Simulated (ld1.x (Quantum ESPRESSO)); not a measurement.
Ni TM: all-electron and pseudo phase curves

```
Element                 : Ni
Generator               : ld1.x (Quantum ESPRESSO) 7.5
Type                    : norm-conserving Troullier–Martins (Kleinman–Bylander form)
Functional              : PBEsol
Relativity              : scalar-relativistic
Frozen core             : [Ne]
Valence charge          : 18
Reference configuration : 3s2 3p6 3d8 4s1.75 4p0.25
Partial waves           : 3s (bound): rc 0.80 bohr; 3p (bound): rc 1.05 bohr; 3d (bound): rc 1.40 bohr
Local potential         : the d channel
Core correction         : none
```

Occupied shells without a wave of their own: 4p, 4s. They enter only through the test configuration that unscreens the potential.

The phase is arctan(r·u′/u) with u = r·R(r), unwrapped; energies in Ry, scanned from -10 to 5 Ry. A pole is an energy at which the radial function vanishes at the test radius. The pseudo phase is shifted by a multiple of π to meet the all-electron one at the reference energy, and phase errors are pseudo minus all-electron; the curves can meet again beyond the range given. Levels narrower than the energy grid can be missing from the lists of poles.

For each channel, where are the poles, and over which energies does the pseudopotential scatter like the atom?

```
channel  radius (bohr)  reference energy (Ry)  poles, all-electron  poles, pseudo  unbroken range about the reference energy with phases within 0.05 rad  phase error 1 Ry above the reference energy (rad)
      s           1.55                  -8.18                -7.86          -7.85                                                              below 0.0                                             +0.003
      p           1.55                  -5.28                -4.79          -4.79                                                              below 0.5                                             +0.005
      d           1.55                  -0.69                 0.23           0.28                                                              below 2.4                                             +0.013
```

The potential misses its own reference levels by up to 0.3 eV.

Phases in the p channel:

| E (Ry) | all-electron | pseudo |
| --- | --- | --- |
| -10.00 | 1.333 | 1.336 |
| -9.52 | 1.323 | 1.326 |
| -9.04 | 1.311 | 1.314 |
| -8.56 | 1.296 | 1.300 |
| -8.08 | 1.276 | 1.281 |
| -7.60 | 1.250 | 1.255 |
| -7.12 | 1.209 | 1.215 |
| -6.64 | 1.137 | 1.144 |
| -6.16 | 0.955 | 0.967 |
| -5.68 | 0.011 | 0.029 |
| -5.20 | -1.347 | -1.347 |
| -4.72 | -1.592 | -1.590 |
| -4.24 | -1.682 | -1.678 |
| -3.76 | -1.733 | -1.727 |
| -3.28 | -1.770 | -1.761 |
| -2.80 | -1.800 | -1.790 |
| -2.32 | -1.828 | -1.815 |
| -1.84 | -1.856 | -1.840 |
| -1.36 | -1.885 | -1.866 |
| -0.88 | -1.917 | -1.893 |
| -0.40 | -1.954 | -1.924 |
| 0.08 | -1.998 | -1.960 |
| 0.56 | -2.053 | -2.002 |
| 1.04 | -2.122 | -2.054 |
| 1.52 | -2.213 | -2.120 |
| 2.00 | -2.338 | -2.207 |
| 2.48 | -2.514 | -2.324 |
| 2.96 | -2.764 | -2.488 |
| 3.44 | -3.092 | -2.720 |
| 3.92 | -3.454 | -3.030 |
| 4.40 | -3.768 | -3.386 |
| 4.88 | -4.000 | -3.710 |
